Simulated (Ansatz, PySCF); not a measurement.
H4O4P (SMILES O=P(O)(O)[OH2+]), charge +1, singlet, geometry from GFN2-xTB. Base run: REVPBE/STO-3G run with PySCF.

Geometry (Å):
```xyz
9

O      0.3534     1.4060    -0.6870
P     -0.1489     0.2221    -0.0507
O     -0.4361     0.1429     1.4656
O     -1.1489    -0.7436    -0.7098
O      1.2923    -0.9764    -0.0533
H     -0.3908     0.9835     1.9253
H     -1.3237    -0.5807    -1.6391
H      2.1799    -0.5884    -0.1537
H      1.2833    -1.7763     0.5043
```
Charge +1, spin multiplicity 1.
All else is at PySCF's defaults.

The same geometry, method and basis name were run in Ansatz (an electronic-structure program) and PySCF, at each program's defaults and at the settings that a row names. The base is PySCF at its defaults. Differences at the defaults can come from grids, fitting, cores and function types together.

```json
[
 {"code and settings": "PySCF, defaults (exact integrals, its default grid, spherical functions)", "ΔE vs base (mEh)": "0.000", "basis functions": "33", "E (Eh)": "-636.11203", "SCF cycles": "11"},
 {"code and settings": "Ansatz, defaults (factorised integrals, its default grid, spherical functions)", "ΔE vs base (mEh)": "-0.001", "basis functions": "33", "E (Eh)": "-636.11204", "SCF cycles": "-"},
 {"code and settings": "PySCF, density fitting with def2-universal-jkfit", "ΔE vs base (mEh)": "-2.375", "basis functions": "33", "E (Eh)": "-636.11441", "SCF cycles": "11"},
 {"code and settings": "PySCF, fine grid", "ΔE vs base (mEh)": "0.002", "basis functions": "33", "E (Eh)": "-636.11203", "SCF cycles": "11"},
 {"code and settings": "Ansatz, high accuracy", "ΔE vs base (mEh)": "0.002", "basis functions": "33", "E (Eh)": "-636.11203", "SCF cycles": "-"}
]
```
